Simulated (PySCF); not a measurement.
Acenaphthene, C₁₂H₁₀.
InChI=1S/C12H10/c1-3-9-4-2-6-11-8-7-10(5-1)12(9)11/h1-6H,7-8H2

The closed-shell ground state was solved at several levels (PySCF, density fitting, gas phase, non-relativistic). Isolated species at its PBE0-D3(BJ)/def2-SVP geometry, gas phase.

| level | basis functions | HOMO (eV) | LUMO (eV) | gap (eV) | dipole (D) |
| --- | --- | --- | --- | --- | --- |
| PBE0/pcSseg-1 | 254 | -6.00 | -1.02 | 4.98 | 0.96 |
| wB97X-D/pcSseg-1 | 254 | -7.65 | 0.61 | 8.26 | 0.97 |
| B3LYP/pcJ-1 | 424 | -5.78 | -1.15 | 4.63 | 0.94 |

Question: What might wB97X-D/def2-SVPD (320 basis functions) give for the same quantities?

Answer: HOMO -7.62 eV, LUMO 0.61 eV, gap 8.23 eV, dipole 0.98 D.

Question: Over all these levels, which gives the widest orbital gap and which the narrowest?

Answer: wB97X-D/pcSseg-1 (range-separated hybrid) has the widest, 8.26 eV, and B3LYP/pcJ-1 (global hybrid, 20 % exact exchange) the narrowest, 4.63 eV. Functional and basis both differ between the two, so the spread mixes both effects.

Question: How far do the dipole and the HOMO energy spread over the levels?

Answer: The dipole runs from 0.94 to 0.98 D (mean 0.96 D) and the HOMO from -7.65 to -5.78 eV.
